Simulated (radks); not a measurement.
Problem. The mean radii <r> (bohr) of the occupied orbitals of an atom or ion are listed with their occupations. Calculated with a radial shooting solver on a logarithmic mesh with Libxc functionals: Dirac Kohn-Sham, LDA (Slater exchange, Perdew-Wang correlation), spin-unpolarised, spherical densities, finite nucleus; Fermi nuclear charge, rms radius of each element as measured or else 0.836 A^(1/3) + 0.57 fm.

| orbital | occ. | <r> |
|---|---|---|
| 1s1/2 | 2 | 0.03347 |
| 2s1/2 | 2 | 0.1455 |
| 2p1/2 | 2 | 0.1237 |
| 2p3/2 | 4 | 0.1285 |
| 3s1/2 | 2 | 0.4032 |
| 3p1/2 | 2 | 0.3962 |
| 3p3/2 | 4 | 0.4069 |
| 3d3/2 | 4 | 0.3824 |
| 3d5/2 | 6 | 0.3859 |
| 4s1/2 | 2 | 1.020 |
| 4p1/2 | 2 | 1.111 |
| 4p3/2 | 4 | 1.144 |
| 4d3/2 | 4 | 1.802 |
| 4d5/2 | 4 | 1.842 |

Name the element and its charge. Open shells, if any, fill j = l - 1/2 first.

Solution. Z = 44, ruthenium, charge 0: Ru in [Kr] 4d8. The 1s radius gives Z: for a bare nucleus <r> = (2 gamma + 1)/(2Z) with gamma = sqrt(1 - (Z/c)^2), 0.03289 bohr for Z = 44, and screening makes it slightly larger (0.03347 here). The occupations add up to 44, and the charge is Z minus that.
